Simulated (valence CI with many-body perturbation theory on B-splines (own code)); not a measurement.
W⁶⁷⁺: calculated level list

Calculated by relativistic CI+MBPT: five valence electrons over a frozen Dirac-Fock core [He], a basis of 11 s, 11 p, 10 d, 8 f, 5 g, 2 h functions for each j, with the one-electron correlation potential Σ1 (screened to all orders), the two-electron term Σ2, the three-electron term Σ3, Breit, model QED; selected single and double excitations, second order for the rest, scaled by the run's own slope (own B-spline code, finite nucleus).

The last digits are not significant, and no measured levels were compared; by estimate large intervals hold to a few tenths of a per cent, small ones and those within an open d or f shell to about a per cent. Among the levels kept, up to 7500 cm⁻¹ of a level comes from second order outside the variational space, and about a tenth of that is noise between levels of different J, which matters for small intervals.

Levels 181 to 202 of 202, with energies above the lowest level, (2s^2 2p1/2^2 2p3/2) J=3/2. "Leading %" is the weight of the configuration and term that name the level; weights of strongly mixed levels are sums over their largest components and can fall short. In the jj column 3d3/2^4 stands for four electrons in 3d with j = 3/2.

```csv
No.,Configuration,Term,J,E (× 10³ cm⁻¹),Leading %,Second component,Leading jj
181,2s 2p3 3d,2D°,3/2,102350,45,20 % 2s 2p3 3d 2P°,2s 2p1/2 2p3/2^2 3d3/2 (94 %)
182,2s 2p3 3d,4D°,1/2,102400,42,34 % 2s 2p3 3d 2P°,2s 2p1/2 2p3/2^2 3d3/2 (90 %)
183,2s 2p3 3d,2F°,7/2,102440,57,26 % 2s 2p3 3d 4D°,2s 2p1/2 2p3/2^2 3d5/2 (94 %)
184,2s 2p3 3d,2P°,3/2,102490,56,15 % 2s 2p3 3d 4S°,2s 2p1/2 2p3/2^2 3d5/2 (87 %)
185,2s 2p3 3d,2P°,1/2,102500,51,45 % 2s 2p3 3d 2S°,2s 2p1/2 2p3/2^2 3d5/2 (53 %)
186,2s 2p3 3d,2D°,5/2,102540,55,18 % 2s 2p3 3d 4P°,2s 2p1/2 2p3/2^2 3d5/2 (94 %)
187,2s 2p3 3d,4P°,5/2,102790,32,28 % 2s 2p3 3d 4D°,2s 2p1/2 2p3/2^2 3d5/2 (99 %)
188,2s 2p3 3d,4D°,7/2,102890,53,14 % 2s 2p3 3d 2G°,2s 2p1/2 2p3/2^2 3d5/2 (99 %)
189,2s 2p3 3d,4D°,5/2,102950,38,31 % 2s 2p3 3d 2D°,2s 2p1/2 2p3/2^2 3d5/2 (99 %)
190,2s 2p3 3d,2G°,9/2,102980,81,12 % 2s 2p3 3d 4G°,2s 2p1/2 2p3/2^2 3d5/2 (100 %)
191,2s 2p3 3d,2F°,7/2,103020,57,18 % 2s 2p3 3d 4D°,2s 2p1/2 2p3/2^2 3d5/2 (100 %)
192,2s 2p3 3d,2F°,7/2,103060,49,26 % 2s 2p3 3d 4F°,2s 2p1/2 2p3/2^2 3d5/2 (99 %)
193,2s 2p3 3d,2D°,3/2,103090,49,16 % 2s 2p3 3d 2P°,2s 2p1/2 2p3/2^2 3d5/2 (98 %)
194,2s 2p3 3d,2F°,5/2,103120,39,35 % 2s 2p3 3d 2D°,2s 2p1/2 2p3/2^2 3d5/2 (99 %)
195,2s 2p3 3d,2P°,3/2,103130,37,25 % 2s 2p3 3d 2D°,2s 2p1/2 2p3/2^2 3d5/2 (98 %)
196,2s 2p3 3d,2S°,1/2,103140,47,34 % 2s 2p3 3d 2P°,2s 2p1/2 2p3/2^2 3d5/2 (98 %)
197,2s 2p3 3d,2P°,3/2,103230,39,27 % 2s 2p3 3d 2D°,2s 2p1/2 2p3/2^2 3d5/2 (98 %)
198,2s 2p3 3d,2D°,5/2,103240,44,27 % 2s 2p3 3d 2F°,2s 2p1/2 2p3/2^2 3d5/2 (98 %)
199,2p4 3p,4D°,7/2,103940,66,31 % 2p4 3p 2F°,2p1/2^2 2p3/2^2 3p3/2 (98 %)
200,2p4 3p,2D°,5/2,103940,50,39 % 2p4 3p 4P°,2p1/2^2 2p3/2^2 3p3/2 (98 %)
201,2p4 3p,2P°,1/2,103950,50,37 % 2p4 3p 2S°,2p1/2^2 2p3/2^2 3p3/2 (98 %)
202,2p4 3p,2P°,3/2,104340,47,23 % 2p4 3p 4S°,2p1/2^2 2p3/2^2 3p3/2 (98 %)
```
